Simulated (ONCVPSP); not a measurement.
u(r) = r·R(r): atom against pseudo-atom (chromium)

Columns: radius, all-electron u(r) and pseudo u(r) of the 3s shell (level -73.99 eV) of chromium in the configuration [Ne] 3s2 3p6 3d5 4s1; PBE, scalar-relativistic, ONCV scheme, ONCVPSP 4.0.1.

```tsv
r (bohr)	all-electron	pseudo
0.123	-0.3460	0.2772
0.246	-0.5444	0.5338
0.369	0.0483	0.7514
0.492	0.6575	0.9152
0.615	1.0294	1.0159
0.738	1.1681	1.0517
0.861	1.1482	1.0277
0.984	1.0417	0.9555
1.107	0.8994	0.8505
1.230	0.7517	0.7293
1.353	0.6142	0.6063
1.476	0.4937	0.4918
1.599	0.3922	0.3919
1.722	0.3086	0.3086
1.845	0.2412	0.2412
1.968	0.1875	0.1875
2.091	0.1452	0.1451
2.214	0.1120	0.1119
2.337	0.0861	0.0861
2.460	0.0661	0.0661
2.583	0.0506	0.0506
2.706	0.0387	0.0387
2.829	0.0295	0.0295
2.952	0.0225	0.0225
3.075	0.0171	0.0171
3.198	0.0130	0.0130
```

**Question.** How many radial nodes do the two functions have?

**Answer.** The all-electron 3s function has n − l − 1 = 2 (the table is too coarse to show those close to the nucleus); the pseudo-wave has 0, since the states of the same l below it are removed with the core.

**Question.** At about which radius was the pseudo-wave matched?

**Answer.** 1.75 bohr. The columns agree to 0.0005 from 1.60 bohr on; several derivatives are matched, so the curves merge somewhat inside the radius.

**Question.** Is the pseudo-wave norm-conserving?

**Answer.** Yes: the ONCV scheme keeps the norm inside the radius equal to the all-electron one, which fixes the energy derivative of the logarithmic derivative at the level.
